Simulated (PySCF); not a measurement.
# Frontier orbitals and the lowest excitations

C4H6F3 (charge +1).
Numbering: `[CH3:1][C+:2]([CH2:3][F:4])[CH:5]([F:6])[F:7]` (hydrogens: H8, H9, H10 on C1; H11, H12 on C3; H13 on C5)

Structure used (PBE0-D3(BJ)/def2-SVP), in Å, numbered top down from 1:
```
atom  x, y, z in Å
C1     1.3348   -0.5838    0.1569
C2     0.0518    0.0450    0.0425
C3    -0.1080    1.4574   -0.2450
F4    -1.3706    1.8902   -0.2168
C5    -1.2103   -0.8020    0.1402
F6    -1.6393   -0.8331   -1.1312
F7    -0.9115   -2.0255    0.5556
H8     1.3809   -0.9865    1.1973
H9     2.2020    0.0540   -0.0515
H10    1.3342   -1.5283   -0.4268
H11    0.5512    2.0454    0.4346
H12    0.3550    1.6016   -1.2550
H13   -1.9699   -0.3406    0.7972
```

Computed, not measured: TDDFT wB97X-D/def2-SVPD, vertical, gas phase, core orbitals frozen in the response (PySCF).

Frontier orbitals with the atoms that hold most of them (Löwdin shares over 4%, at most four atoms; ? is withheld):

| orbital | ε (eV) | atoms |
| --- | --- | --- |
| LUMO+2 | -1.91 | C3 23%, F4 15%, H11 9%, H12 8% |
| LUMO+1 | -2.43 | C1 20%, C3 17%, C2 13%, H11 9% |
| LUMO | -8.01 | ? |
| HOMO | -17.54 | ? |
| HOMO-1 | -18.04 | F4 50%, C3 19%, H12 9%, H11 7% |
| HOMO-2 | -18.58 | F4 44%, C3 11%, C2 11%, F6 10% |
| HOMO-3 | -19.24 | F7 47%, F6 46% |

(1) Which atoms hold the LUMO, and with what shares?

(2) Which atoms hold the HOMO, and with what shares?

(3) How does S1 compare with the orbital gap of 9.53 eV?

(4) One configuration dominates each of S1, S2 and S3. Which, and how do the shares of the two leading atoms of either orbital change from the occupied to the empty one?

Results:

(1) C2 (bonded to 3 C) 52%; C1 (bonded to C and 3 H) 10%; C3 (bonded to C, F and 2 H) 9%; F6 (bonded to C) 5%. By element: carbon 71% or more, fluorine 5% or more.

(2) F6 (bonded to C) 22%; F7 (bonded to C) 20%; C5 (bonded to C, 2 F and H) 16%; C2 (bonded to 3 C) 14%. By element: fluorine 42% or more, carbon 30% or more.

(3) S1 is at 4.27 eV (f = 0.0006), 5.26 eV below the gap, made of HOMO→LUMO (98%). 

(4) 
- S1 (4.27 eV, f 0.0006), HOMO→LUMO (98%): F6 22% → 5%, F7 20% → at most 5%, C2 14% → 52%, C1 at most 14% → 10%
- S2 (5.37 eV, f 0.0080), HOMO-2→LUMO (88%): F4 44% → at most 5%, C3 11% → 9%, C2 11% → 52%, C1 at most 10% → 10%
- S3 (5.54 eV, f 0.109), HOMO-1→LUMO (91%): F4 50% → at most 5%, C3 19% → 9%, C2 at most 8% → 52%, C1 at most 8% → 10%

Löwdin shares depend on the basis, the more so with diffuse functions.

One conformer stands for the species.
